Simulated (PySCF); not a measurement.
Two species compared at the same levels of theory.

First species: C₉H₆N₂.
SMILES: `C#Cc1cn2ccccc2n1`

Second species: C₉H₆N₂.
Numbering: `[N:1]#[C:2][c:3]1[cH:4][cH:5][n:6]2[cH:7][cH:8][cH:9][cH:10][c:11]12` (hydrogens: H12 on C4; H13 on C5; H14 on C7; H15 on C8; H16 on C9; H17 on C10)

Levels: CAM-B3LYP/def2-SVPD for dipole moment, HOMO energy, LUMO energy, HOMO–LUMO gap, static isotropic polarisability and electronic spatial extent ⟨r²⟩ about the centre of nuclear charge; TDDFT CAM-B3LYP/def2-SVPD for lowest singlet excitation; PBE0-D3(BJ)/def2-SVP for rotational constant A and rotational constant C. Geometries: PBE0-D3(BJ)/def2-SVP. All species are isolated and taken at one optimised geometry, non-relativistic unless stated; the electronic structure was computed with PySCF and density fitting.

(1) Which of the two has the higher S1 energy, and by how much?

(2) Which has the higher dipole moment?

(3) Which of the two has the higher rotational constant A, and by how much?

(4) Which has the higher HOMO–LUMO gap?

(5) Which has the higher HOMO energy?

(6) Which has the higher static isotropic polarisability?

(7) Which of the two has the higher ⟨r²⟩, and by how much?

(8) Which has the higher LUMO energy?

Results:

(1) The first: 4.36 eV against 4.01 eV, a difference of 0.35 eV.

(2) The second: 6.56 D against 3.92 D, a difference of 2.64 D.

(3) The first: 4.000 GHz against 2.285 GHz, a difference of 1.715 GHz.

(4) The first: 7.13 eV against 6.76 eV, a difference of 0.37 eV.

(5) The second: -7.28 eV against -7.51 eV, a difference of 0.23 eV.

(6) The first: 124.1 au against 118.9 au, a difference of 5.2 au.

(7) The first: 1755 bohr² against 1580 bohr², a difference of 175 bohr².

(8) The first: -0.38 eV against -0.52 eV, a difference of 0.14 eV.

On the first: The dipole matches unit charges of opposite sign 0.82 Å apart (1 e·Å = 4.8032 D). A dipole of 3.92 D is allowed in Cs, and pure rotational transitions are dipole-allowed.

On the second: The dipole equals about 21.9 × 10⁻³⁰ C·m (1 D = 3.33564 × 10⁻³⁰ C·m).
